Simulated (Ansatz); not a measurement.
`C=C[Se]CO` and `C=C[Se][SiH2]C` differ in one atom or group.

Ansatz, PBE0-D4/def2-TZVP geometries, multiplicity 1. Each molecule was computed in one conformer, which needn't be the lowest.

Scalar relativity is left out up to krypton.

```csv
property,`C=C[Se]CO`
LUMO energy (ωB97M-V/def2-TZVPP) / eV,1.62
LUMO energy (B3LYP/def2-TZVPP) / eV,-0.62
size of the dipole moment (ωB97M-V/def2-TZVPP) / D,1.77
HOMO energy (ωB97M-V/def2-TZVPP) / eV,-8.48
HOMO energy (PBE0/def2-TZVPP) / eV,-6.36
LUMO energy (PBE/def2-TZVPP) / eV,-1.34
```

Problem. What does the change do to each property? (Best estimate.)

Solution. The calculation gave: 
```tsv
property	`C=C[Se][SiH2]C`	shift
LUMO energy (ωB97M-V/def2-TZVPP) / eV	1.64	0.02
LUMO energy (B3LYP/def2-TZVPP) / eV	-0.30	0.32
size of the dipole moment (ωB97M-V/def2-TZVPP) / D	0.96	-0.81
HOMO energy (ωB97M-V/def2-TZVPP) / eV	-8.42	0.06
HOMO energy (PBE0/def2-TZVPP) / eV	-6.34	0.02
LUMO energy (PBE/def2-TZVPP) / eV	-0.99	0.35
```

Dipoles are sizes alone; their direction can turn.

B3LYP here is the variant with VWN-RPA as its local correlation; programs differ in this.

Spin–orbit coupling is left out; it splits and shifts lone-pair levels of the heavy atoms by tenths of an eV.
